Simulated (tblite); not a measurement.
Compound: C7H13OP.
Z-matrix (Å and degrees, GFN2-xTB geometry), rows numbered from 1:
```
C 
C   1  1.5233
C   2  1.4994  1  114.74
C   3  1.3278  2  127.06  1     7.27
C   4  1.4961  3  117.66  2  -179.60
P   5  1.8438  4  103.15  3   -16.94
C   6  1.8313  5  106.07  4   -84.81
O   6  1.4678  5  117.81  4   146.11
C   3  1.5043  2  117.13  1  -172.19
H   1  1.0872  2  110.89  3   -61.79
H   1  1.0873  2  110.46  3    58.85
H   1  1.0875  2  109.93  3   178.51
H   2  1.0946  1  109.35  3  -121.60
H   2  1.0954  1  109.34  3   121.94
H   4  1.0778  3  123.62  2    -0.42
H   5  1.0915  4  112.90  3  -139.27
H   5  1.0945  4  111.76  3    99.01
H   7  1.0855  6  111.62  5    48.86
H   7  1.0884  6  108.12  5   -72.53
H   7  1.0887  6  107.95  5   170.14
H   9  1.0917  3  112.74  2   -40.76
H   9  1.0942  3  111.26  2    80.60
```

Calculated harmonic vibrations of the isolated species, GFN2-xTB (tblite), most abundant isotopes, no scaling. Against measured fundamentals such values can be off by several per cent, at times by over 20. One conformer, not necessarily the lowest.

Harmonic wavenumbers (cm⁻¹): 39.5, 77.6, 167.3, 171.7, 189.6, 227.1, 233.9, 279.8, 296.0, 322.9, 377.5, 419.9, 467.2, 587.6, 669.5, 728.3, 753.7, 769.0, 776.4, 821.5, 842.2, 847.4, 862.1, 885.8, 1011.6, 1036.7, 1040.5, 1064.1, 1091.2, 1106.7, 1136.2, 1190.0, 1224.4, 1246.7, 1260.4, 1276.5, 1308.9, 1354.0, 1411.2, 1420.1, 1424.3, 1429.2, 1437.6, 1470.7, 1502.7, 1509.5, 1719.4, 2925.0, 2927.8, 2931.5, 2954.3, 2962.4, 2965.7, 3006.6, 3009.5, 3035.8, 3039.6, 3039.8, 3043.4, 3104.3.

A = 3032, B = 796.0, C = 770.5 MHz; mass 144.070 u (most abundant isotopes); point group C1, symmetry number 1.

Question: What is the zero-point energy?

Answer: Half the sum of the wavenumbers: 40216 cm⁻¹ = 481.09 kJ/mol.

Question: Entropy at 298.15 K, 1 bar (ideal gas, RRHO, classical rotation)?

Answer: Translation 170.84, rotation 123.58, vibration 127.83: S = 422.3 J/(mol K).

Question: And Cp and H(298.15 K) − H(0)?

Answer: Cp = 176.45 J/(mol K), of which vibrations give 143.19 (their classical limit is 60 R = 498.9); H(298.15 K) − H(0) = 30.72 kJ/mol without the zero-point energy, 20.80 from vibrations.

Question: Which modes carry the vibrational entropy at 298.15 K?

Answer: 39.5 cm⁻¹: 22.11; 77.6 cm⁻¹: 16.53; 167.3 cm⁻¹: 10.32; 171.7 cm⁻¹: 10.11; 189.6 cm⁻¹: 9.34; 227.1 cm⁻¹: 7.96 J/(mol K); the other 54 give 51.47 together.

Question: What must be added to the electronic energy to get the Gibbs energy at 298.15 K and 1 bar?

Answer: ZPE + [H(298.15 K) − H(0)] − T·S = 481.09 + 30.72 − 125.90 = 385.91 kJ/mol.

Question: How do the functions run with temperature in this model?

Answer: 
```csv
T (K),S (J/(mol K)),Cp (J/(mol K)),H − H(0) (kJ/mol),G − H(0) (kJ/mol),ln q(vib)
100,291.6,80.0,5.34,-23.82,1.61
200,362.2,128.1,15.80,-56.64,4.25
300,423.3,177.4,31.05,-95.96,7.03
500,536.1,267.7,75.98,-192.09,12.73
800,682.9,355.8,170.68,-375.63,21.11
1000,766.7,394.4,245.91,-520.75,26.38
```

q(vib) and H(0) count from the zero-point level.

Question: Blend soft modes into free rotors: weight 1/[1 + (100 cm⁻¹/ν̃)⁴] for the oscillator and the rest for a rotor with moment μB/(μ + B), μ = h/(8π²ν), B = 10⁻⁴⁴ kg m². What vibrational entropy results?

Answer: 119.11 J/(mol K) in place of 127.83, which changes −T·S at 298.15 K by +2.60 kJ/mol.

Hindered rotation and anharmonicity are outside this model. Other conformers, if any are populated, would add a mixing term that is left out. The structure is chiral; the term R ln 2 for an equal mix with its mirror image is left out.
